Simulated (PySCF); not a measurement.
SMILES OB(O)[SiH2]B(O)O, PBE0/def2-SVP optimised geometry.

```
13

B     -1.51    -0.51    -0.11
O     -1.68     0.83    -0.12
O     -2.60    -1.32    -0.16
Si     0.37    -1.32     0.00
B      1.66     0.27     0.00
O      3.02     0.27     0.00
O      1.05     1.50     0.00
H     -0.83     1.32    -0.08
H     -3.41    -0.80    -0.21
H      0.68    -2.23    -1.15
H      0.58    -2.13     1.24
H      3.41    -0.61     0.00
H      1.69     2.23     0.00
```

Density from PBE0/def2-TZVP (PySCF 2.14.0) at that geometry.

Minimum of the electron density along straight lines between bonded atoms, close to the bond critical point (lines longer than 1.1 times the sum of covalent radii, or with two minima, are not listed):

```csv
bond,length / Å,ρ at the minimum / e bohr⁻³,∇²ρ there / e bohr⁻⁵,position (fraction from the first atom)
B1–O2,1.357,0.212,0.94,0.33
B1–O3,1.358,0.212,0.98,0.33
B1–Si4,2.045,0.109,___,0.62
Si4–B5,2.044,0.106,___,0.38
B5–O6,1.360,0.210,0.97,0.33
B5–O7,1.374,0.202,0.89,0.33
O2–H8,0.972,0.346,-2.40,0.82
O3–H9,0.967,0.354,-2.41,0.81
Si4–H10,1.503,0.114,0.15,0.49
Si4–H11,1.503,0.114,0.15,0.49
O6–H12,0.961,0.359,-2.49,0.81
O7–H13,0.967,0.353,-2.41,0.81
```

Problem. Fill in the missing entries.

Solution. 
- B1–Si4, ∇²ρ there / e bohr⁻⁵: -0.07
- Si4–B5, ∇²ρ there / e bohr⁻⁵: -0.03
